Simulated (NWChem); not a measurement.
# Polarisability of disulfane (H2S2)

```
S
H 1 1.3555
S 1 2.0725 2 98.30
H 3 1.3555 1 98.30 2 -91.01
```
Charge 0, spin multiplicity 1.

Program: NWChem. All single points use one geometry, from PBE0/def2-SVP, a minimum by its harmonic frequencies. It is one conformer; others weren't searched.

Basis set: def2-SVPD. Static limit.

```json
[
 {"method": "HF", "isotropic polarisability (bohr³)": "42.78", "difference from CCSD linear response": "-1.71"},
 {"method": "PBE", "isotropic polarisability (bohr³)": "45.56", "difference from CCSD linear response": "+1.07"},
 {"method": "B3LYP", "isotropic polarisability (bohr³)": "44.80", "difference from CCSD linear response": "+0.31"},
 {"method": "BHandHLYP", "isotropic polarisability (bohr³)": "43.59", "difference from CCSD linear response": "-0.90"},
 {"method": "CCSD linear response", "isotropic polarisability (bohr³)": "44.49", "difference from CCSD linear response": "0.00"}
]
```

The values span 2.78 bohr³, from HF (lowest) to PBE (highest). 

The correlated methods keep 10 core orbitals frozen. B3LYP has NWChem's definition, with VWN1-RPA local correlation. No row is a measurement; the coupled-cluster row has its own basis-set and correlation limits.
